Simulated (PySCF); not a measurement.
# Radial density of Cu⁺ (copper, charge +1)

MN15, [Ar] 3d10, closed-shell 1S. All numbers are calculated (PySCF 2.14, scalar relativity by spin-free X2C-1e, in jorge-DZP-DKH (8s6p2d1f, 43 functions)).

```csv
r (bohr),4πr²ρ (e/bohr)
0.000809,0.2152
0.00136,0.5574
0.00229,1.349
0.00385,3.192
0.00648,7.192
0.0109,14.75
0.0183,25.73
0.0308,34.53
0.0518,32.39
0.0872,28.73
0.147,39.10
0.247,29.23
0.415,18.30
0.698,21.48
1.17,8.051
1.98,1.311
3.32,0.07984
5.59,1.441e-05
```

Densities and radii are taken from the X2C orbitals without a picture-change correction, which distorts them close to the nucleus.
